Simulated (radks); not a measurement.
Q: These are the eigenvalues of the occupied orbitals of an atom or ion with whole-number occupations (Ry). All-electron calculation, scalar-relativistic Kohn-Sham, SCAN, spin-unpolarised, spherical densities, finite nucleus; meta-GGA in the generalised Kohn-Sham scheme; Fermi nuclear charge, rms radius of each element as measured or else 0.836 A^(1/3) + 0.57 fm. Program: a radial shooting solver on a logarithmic mesh with Libxc functionals.

1s: -2964.903
2s: -476.6387
2p: -426.6427
3s: -103.6683
3p: -87.64202
3d: -64.92987
4s: -21.62484
4p: -16.36231
4d: -8.77686
5s: -3.59123
5p: -2.27450
4f: -0.87132
5d: -0.67424
6p: -0.43286

Which element is it, and in what charge state? The configuration may be excited.

A: Z = 58, cerium, charge +1: Ce+ in [Xe] 4f1 5d1 6p1. The list shows which subshells hold electrons but not how many an open one holds; the 1s level, -1482.5 hartree, gives Z - s = 54.5 by -(Z - s)^2/2, which with screening and relativity narrows Z to a few neighbours, and the depths of the outer levels then fix element, charge and occupations together.
